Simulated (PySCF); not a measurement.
How methods differ on the ionisation energy of K¹¹⁺

K¹¹⁺ [He] 2s2 2p4 [2p1/2^2 2p3/2^2, M_J = 2] → K¹²⁺ [He] 2s2 2p3 [2p1/2^2 2p3/2^1, M_J = 3/2], as a difference of total energies. All numbers are calculated (PySCF 2.14, the two-component X2C-1e Hamiltonian, in an even-tempered Gaussian basis (18 s from 1.7 bohr⁻², ratio 2.4; 11 p from 2.2 bohr⁻², ratio 2.4; 5 d from 11 bohr⁻², ratio 2.6; 5 f from 16 bohr⁻², ratio 2.6)). Correlated levels: nothing frozen; the 30 highest virtual spinors dropped. "Screened" scales the spin-orbit matrix elements by Boettger's factors to mimic the two-electron term; Breit and QED terms are absent.

| method | ionisation energy (eV) |
| --- | --- |
| GHF (spin-free) | 627.88 |
| GMP2 (spin-free) | 629.40 |
| GHF (screened spin-orbit) | 628.97 |
| GMP2 (screened spin-orbit) | 630.47 |

How much does correlation contribute at GMP2 (screened spin-orbit)?

630.47 − (628.97) = 1.50 eV, measured against GHF (screened spin-orbit).

The labels give the starting determinants; with spin-orbit coupling the two ends relaxed to ⟨J²⟩ = 6.00, ⟨L²⟩ = 2.09, ⟨S²⟩ = 1.95 and ⟨J²⟩ = 3.75, ⟨L²⟩ = 0.02, ⟨S²⟩ = 3.72.

For comparison: 631.1 ± 0.9 eV (semi-empirical (NIST evaluation); NIST Atomic Spectra Database, ionization energies).
